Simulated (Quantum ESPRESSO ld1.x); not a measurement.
Question: The mean radii <r> (bohr) of the occupied orbitals of an atom or ion are listed with their occupations. Calculated with ld1.x of Quantum ESPRESSO 7.5: Dirac Kohn-Sham, PBE, spin-unpolarised, spherical densities, point nucleus.

orbital  occ.      <r>
1s1/2       2  0.01631
2s1/2       2  0.06805
2p1/2       2  0.05589
2p3/2       4  0.06469
3s1/2       2   0.1770
3p1/2       2   0.1674
3p3/2       4   0.1835
3d3/2       4   0.1595
3d5/2       6   0.1644
4s1/2       2   0.3914
4p1/2       2   0.3931
4p3/2       4   0.4274
4d3/2       4   0.4333
4d5/2       6   0.4444
5s1/2       2   0.8779
4f5/2       6   0.4645
4f7/2       8   0.4710
5p1/2       2   0.9414
5p3/2       4    1.034
5d3/2       4    1.316
5d5/2       6    1.360

Name the element and its charge. Open shells, if any, fill j = l - 1/2 first.

Answer: Z = 81, thallium, charge +3: Tl3+ in [Xe] 4f14 5d10. The 1s radius gives Z: for a bare nucleus <r> = (2 gamma + 1)/(2Z) with gamma = sqrt(1 - (Z/c)^2), 0.01613 bohr for Z = 81, and screening makes it slightly larger (0.01631 here). The occupations add up to 78, and the charge is Z minus that.
